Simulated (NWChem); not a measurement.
Molecule: C$_{2}$H$_{5}$FSi; SMILES C(/[SiH3])=C/F

```xyz
9

F      0.7454     1.6537     0.0000
C     -0.5419     1.3126     0.0000
C     -0.9345     0.0416     0.0000
Si     0.2589    -1.4033     0.0000
H     -1.1936     2.1933     0.0000
H     -2.0158    -0.1240     0.0000
H      1.1329    -1.3807     1.2116
H     -0.5313    -2.6705     0.0000
H      1.1329    -1.3807    -1.2116
```
Atoms are numbered in this order, from 1.

All runs use the structure optimised with PBE0/def2-SVP.

Symmetry labels are those of Cs in the frame above (b1 and b2, or b-type labels, depend on it). States above −ε(HOMO) = 6.6 eV lie in this functional's continuum and hang on the basis.

Task: List the 4 lowest vertical singlet excitations from PBE/def2-SVPD, TDA (NWChem).

Result: 
| state | energy (eV) | oscillator strength | symmetry | leading excitation (squared amplitude) |
|---|---|---|---|---|
| S1 | 6.50 | 0.003 | a" | HOMO → LUMO+1 (1.00) |
| S2 | 6.68 | 0.238 | a' | HOMO → LUMO (0.69) |
| S3 | 6.78 | 0.003 | a" | HOMO−1 → LUMO (0.73) |
| S4 | 6.88 | 0.004 | a" | HOMO → LUMO+2 (0.66) |
